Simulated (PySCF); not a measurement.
# How the method changes the shape and vibrations of AlBFH

These are calculations, not measurements. The program is PySCF 2.14.0, an open-source quantum chemistry code, run on an isolated molecule that a program drew, which may never have been made. The molecule is AlBFH (charge 0, singlet), drawn as the SMILES string `F[BH][Al]`.

The geometry was optimised and harmonic frequencies were computed with HF and MP2, all in the cc-pV(D+d)Z basis, for the commonest isotopes, with a restricted reference for singlets and an unrestricted one otherwise, and a frozen core in MP2. Each result is a local minimum of its method.

Geometry at the HF minimum:
```xyz
4
AlBFH, angstrom
F    -2.7408   -1.5165    0.2489
B    -2.7415   -1.2575   -1.0726
Al   -3.0418    0.8898   -1.7544
H    -2.5747   -2.2459   -1.7572
```

Lengths of the bonds as drawn, in Å (atoms numbered as above):
```
  bond     HF    MP2
 F1-B2  1.347  1.360
B2-Al3  2.273  2.275
 B2-H4  1.214  1.223
```

Rotational constants, in GHz:
```
constant,HF,MP2
A,54.15,53.79
B,4.297,4.252
C,3.981,3.94
```

Harmonic frequencies in cm^-1, each column in rising order, so a row needn't be the same motion in every method:
| rank | HF | MP2 |
|---|---|---|
| 1 | 174 | 157 |
| 2 | 466 | 451 |
| 3 | 610 | 564 |
| 4 | 1146 | ? |
| 5 | 1254 | 1221 |
| 6 | 2598 | 2537 |

**Estimate the missing MP2 frequency from the HF column.**

A single factor s that minimises the squared misfit of MP2 against s times HF over the other rows is sum(HF x MP2) / sum(HF^2) = 0.9734, with an rms misfit of 15 cm^-1. For rank 4 it gives 0.9734 x 1146 = 1116 cm^-1. The calculation gives 1108 cm^-1, 8 cm^-1 below the estimate. The drawn bonds are on average 0.6 % longer in MP2 than in HF.
